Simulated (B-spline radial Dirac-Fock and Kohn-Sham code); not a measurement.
**Compton profile of Tm⁶⁶⁺**

System: the Tm⁶⁶⁺ ion in the configuration [He] 2s1.

Input file task.json (cfg lists n, l and occupation; rrms is the nuclear radius in fm):

```json
{"items": [{
  "Z": 69,
  "q": 66,
  "cfg": [[1, 0, 2], [2, 0, 1]],
  "A": 169,
  "rrms": 5.2256,
  "do": ["scatter"],
  "s": [0.0, 0.07, 0.09, 0.11, 0.13, 0.15, 0.18, 0.21, 0.25, 0.3, 0.36, 0.43, 0.52, 0.62, 0.73, 0.88, 1.04, 1.25, 1.49, 1.77, 2.12, 2.52, 3.01],
  "pz": [0, 0.1, 0.14, 0.2, 0.28, 0.4, 0.57, 0.81, 1.1, 1.6, 2.3, 3.2, 4.6, 6.5, 9.2, 13.0, 18.0, 26.0, 37.0, 52.0, 74.0],
  "hv_scatter": [2000, 17479.3, 20000, 30000, 100000, 200000, 500000, 1000000]
}]}
```

Run with: `python xray_run.py task.json out`

The computed values come from a B-spline atomic structure program: the impulse approximation on Dirac-Fock orbitals of the configuration average with a finite nucleus. pz is in atomic units of momentum; subshell profiles are per electron, for a selection of subshells; open shells are spread over both j values by their weights.

```csv
pz,J total,J 1s1/2,J 2s1/2
4.6,0.05458,0.0109,0.0328
6.5,0.05072,0.0108,0.0292
9.2,0.04422,0.0105,0.0231
13,0.03495,0.0101,0.0148
18,0.02543,0.00929,0.00686
26,0.01738,0.00780,0.00179
37,0.01246,0.00571,0.00104
52,0.007765,0.00344,0.000875
74,0.003509,0.00155,0.000405
```

Question: What is the peak value J(0), and which subshell contributes most to it?

Answer: J(0) = 0.05894. The 2s1/2 subshell gives the largest part, 63 %.

Mean momentum ⟨p⟩ by subshell (a.u.): 1s1/2 69.9, 2s1/2 26.6.
